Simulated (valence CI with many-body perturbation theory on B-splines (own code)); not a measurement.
# Fe XIV: calculated level list

Method: configuration interaction combined with many-body perturbation theory (CI+MBPT): three valence electrons over a frozen Dirac-Fock core [Ne], radial functions for each j: 11 s, 11 p, 9 d, 7 f, 5 g, 2 h, 1 i, with the one-electron correlation potential Σ1 (screened to all orders), the two-electron term Σ2, the three-electron term Σ3, Breit, model QED; selected single and double excitations, second order for the rest (own B-spline code, finite nucleus).

No measured levels were compared; by estimate levels of excited configurations hold to 0.05 to 0.15 % of their energy, terms of the ground configuration to about 0.5 %.

Levels 46 to 66 of 66, with energies above the lowest level, 3s2 3p 2P°_1/2. "Leading %" is the weight of the configuration and term that name the level; weights of strongly mixed levels are sums over their largest components and can fall short. In the jj column 3d3/2^4 stands for four electrons in 3d with j = 3/2. Lifetimes count E1, E2, E3, M1 and M2 decay at the calculated energies, and are blank where another channel may lead or the interval is too uncertain; long ones can be off by a factor of two.

```csv
No.,Configuration,Term,J,E (eV),Leading %,Lifetime,Leading jj,g
46,3p2 3d,4F,9/2,121.98,94,61.9 ps,3p1/2 3p3/2 3d5/2 (56 %),1.320
47,3p2 3d,2P,3/2,121.99,74,43.6 ps,3p1/2 3p3/2 3d3/2 (49 %),1.283
48,3p2 3d,4D,1/2,122.53,74,48.4 ps,3p1/2 3p3/2 3d3/2 (95 %),0.176
49,3p2 3d,4D,3/2,123.42,77,47.3 ps,3p1/2 3p3/2 3d5/2 (52 %),1.219
50,3p2 3d,4D,5/2,123.49,91,50.2 ps,3p1/2 3p3/2 3d5/2 (33 %),1.351
51,3p2 3d,4D,7/2,124.36,90,52.2 ps,3p3/2^2 3d5/2 (65 %),1.404
52,3p2 3d,2P,1/2,124.42,69,40.8 ps,3p3/2^2 3d5/2 (62 %),0.503
53,3p2 3d,2G,7/2,125.98,87,162 ps,3p1/2 3p3/2 3d3/2 (45 %),0.895
54,3p2 3d,2G,9/2,126.50,84,159 ps,3p3/2^2 3d5/2 (53 %),1.124
55,3p2 3d,2D,5/2,128.17,48,19.0 ps,3p1/2 3p3/2 3d5/2 (73 %),1.380
56,3p2 3d,2D,3/2,128.66,58,19.8 ps,3p1/2 3p3/2 3d3/2 (60 %),1.081
57,3p2 3d,4P,1/2,129.56,95,14.6 ps,3p1/2 3p3/2 3d3/2 (49 %),2.612
58,3p2 3d,4P,5/2,129.61,52,18.0 ps,3p3/2^2 3d5/2 (37 %),1.413
59,3p2 3d,4P,3/2,129.65,67,16.4 ps,3p3/2^2 3d3/2 (62 %),1.445
60,3p2 3d,2P,1/2,133.45,73,25.7 ps,3p1/2 3p3/2 3d5/2 (60 %),0.749
61,3p2 3d,2D,3/2,133.64,49,34.8 ps,3p1/2 3p3/2 3d5/2 (43 %),1.027
62,3p2 3d,2P,3/2,134.95,43,29.6 ps,3p3/2^2 3d5/2 (40 %),1.107
63,3p2 3d,2S,1/2,135.14,83,24.6 ps,3p3/2^2 3d5/2 (28 %),1.958
64,3p2 3d,2D,5/2,135.95,77,35.0 ps,3p3/2^2 3d5/2 (62 %),1.146
65,3p2 3d,2F,5/2,136.40,69,17.0 ps,3p1/2 3p3/2 3d3/2 (30 %),0.925
66,3p2 3d,2F,7/2,137.02,86,15.4 ps,3p3/2^2 3d3/2 (39 %),1.141
```

Names give the largest LS component (configuration and term), which can be under half, so a name can repeat, a term be missing and a line seem to break the LS rules; names also repeat where a configuration has a term twice.

Where two levels of one J and parity lie close, their mixing, g and order are uncertain.
